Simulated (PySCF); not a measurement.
H4OS2Si, SMILES S[SiH](S)O.

Geometry: PBE-D3(BJ)/def2-SVP. Other conformers were not sampled.

Calculation: PBE-D3(BJ)/def2-SVP in PySCF.

Frequencies are harmonic and unscaled.

```
mode  ν (cm⁻¹)  IR (km/mol)  moving atoms (share of kinetic energy)
----  --------  -----------  --------------------------------------
1           99         18.9                          H 46 %, S 43 %
2          144         20.4                          H 70 %, S 18 %
3          188         66.9                  H 70 %, S 20 %, Si 9 %
4          223          9.8                  O 46 %, H 30 %, S 19 %
5          259         13.1                  H 74 %, S 13 %, O 10 %
6          277         24.2         O 36 %, Si 28 %, S 19 %, H 17 %
7          469         23.7                 S 46 %, Si 37 %, H 13 %
8          539         64.9                  Si 52 %, S 40 %, H 8 %
9          667         54.5                                  H 92 %
10         708        122.3                                  H 92 %
11         739         21.9                                  H 90 %
12         818         30.8                          H 59 %, O 33 %
13         821        264.2                 H 70 %, O 15 %, Si 15 %
14         903         80.8                 H 49 %, Si 32 %, O 19 %
15        2144        129.8                                  H 97 %
16        2610          0.2                                  H 97 %
17        2614          0.5                                  H 97 %
18        3745         72.4                                  H 94 %
```
